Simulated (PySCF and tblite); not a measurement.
The numbers below are computed, except where a source is named.
C5H9FO, numbered as in [F:1][CH:2]1[CH2:3][CH2:4][O:5][CH2:6][CH2:7]1.

Search: ETKDG and KDG, MMFF94s, GFN2-xTB, 90 starts; geometries at PBE0-D3(BJ)/def2-SVP. Weights use PBE0-D3(BJ)/def2-TZVP energies plus GFN2-xTB zero-point and thermal terms (modes under about 100 cm⁻¹ blended into free rotors). Symmetry numbers and mirror images are counted. Conformers within 4 kcal/mol (GFN2-xTB free energy) were kept, 7 at most. GIAO shieldings: PBE0/pcSseg-1. Shifts are against TMS (¹H), TMS (¹³C), CFCl3 (¹⁹F) at the same level; of two unlike H on one atom, a is the less shielded. Run with PySCF (density fitting) and tblite.

The 6-ring runs over atoms 2–3–4–5–6–7.

```tsv
conformer	shape	symmetry	E(GFN2) kcal/mol	E(DFT) kcal/mol
1	6-ring chair (all substituents equatorial)	Cs	0.00	0.00
2	6-ring chair (F1 axial)	Cs	0.49	0.25
```

Task: How much do the weights at 298.15 K and the averaged shift of H4b/H6b depend on how the conformers are weighted?

Result: 
```csv
weighting,1 (%),2 (%),δ (ppm),rms dipole (D)
"DFT energy with thermal terms, symmetry and mirror images (full scheme)",63,37,3.29,1.30
DFT energy with symmetry and mirror images,60,40,3.31,1.30
bare DFT energy,60,40,3.31,1.30
GFN2-xTB energy with symmetry and mirror images,69,31,3.26,1.30
GFN2-xTB free energy,72,28,3.25,1.30
leading conformer alone,100,0,3.09,1.30
equal weights,50,50,3.36,1.31
"full scheme, search stopped after three starts",100,0,3.09,1.30
```

The largest departure from the full scheme, 0.20 ppm, comes with: leading conformer alone.
